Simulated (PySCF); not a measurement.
C2H3F2GaO2, SMILES CC(=O)[O][Ga]([F])[F].

Geometry: B3LYP-D3(BJ)/def2-SVP. Other conformers were not sampled.

Computed with PySCF with TDA-PBE/def2-SVPD.

Vertical excitations.  State labels are in the subgroup Cs.

Question: Estimate the UV-visible absorptions. (The exact figures need the calculation; the answer reports its results.)

Answer: 
| state | symmetry | energy (eV) | λ (nm) | f | main pairs |
|---|---|---|---|---|---|
| S1 | A" | 5.95 | 208 | 0.000 | HOMO→LUMO 99 % |
| S2 | A" | 6.19 | 200 | 0.002 | HOMO→LUMO+1 91 % |
| S3 | A" | 6.54 | 190 | 0.000 | HOMO−1→LUMO+1 99 % |
| S4 | A' | 6.67 | 186 | 0.000 | HOMO−2→LUMO 99 % |
| S5 | A' | 6.69 | 185 | 0.001 | HOMO−3→LUMO 99 % |
| S6 | A" | 6.78 | 183 | 0.000 | HOMO−4→LUMO 93 % |
| S7 | A' | 7.07 | 175 | 0.019 | HOMO−3→LUMO+1 97 % |
| S8 | A" | 7.13 | 174 | 0.000 | HOMO−4→LUMO+1 94 % |
| S9 | A' | 7.15 | 173 | 0.146 | HOMO−2→LUMO+1 91 % |
| S10 | A" | 7.21 | 172 | 0.000 | HOMO−5→LUMO 94 % |
| T1 | A" | 5.60 | 221 | 0 | HOMO→LUMO 99 % |
| T2 | A" | 5.68 | 218 | 0 | HOMO−1→LUMO 91 % |
| T3 | A" | 5.84 | 212 | 0 | HOMO→LUMO+1 92 % |
| T4 | A" | 6.35 | 195 | 0 | HOMO−1→LUMO+1 99 % |
Triplets are in the Tamm–Dancoff approximation.
